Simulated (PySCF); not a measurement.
1-bromocyclobutene (C4H5Br), SMILES BrC1=CCC1. Heavy atoms are numbered as in [Br:1][C:2]1=[CH:3][CH2:4][CH2:5]1. Hydrogens are named by the atom that carries them.

Geometry: PBE-D3(BJ)/def2-SVP.

All values below come from PySCF with PBE/def2-TZVP.

Atomic charges (e), one atom of each kind:

```
atom      meta-Löwdin  Löwdin  Mulliken
--------  -----------  ------  --------
Br1             -0.02    0.33     -0.06
C2              -0.04   -0.44     -0.03
C3 (CH)         -0.14   -0.14     -0.18
C4 (CH2)        -0.19   -0.22     -0.11
C5 (CH2)        -0.21   -0.21     -0.14
H on C3          0.13    0.13      0.12
H on C4          0.12    0.14      0.10
H on C5          0.12    0.14      0.10
```

**Question.** Give the Mayer and Wiberg (Löwdin basis) orders of the bonds. (The exact figures need the calculation; the answer reports its results.)

**Answer.** 
```csv
bond,Mayer,Wiberg
Br1–C2,1.11,1.68
C2–C3,1.70,1.90
C3–C4,1.05,1.19
C2–C5,1.05,1.19
C4–C5,1.09,1.12
```
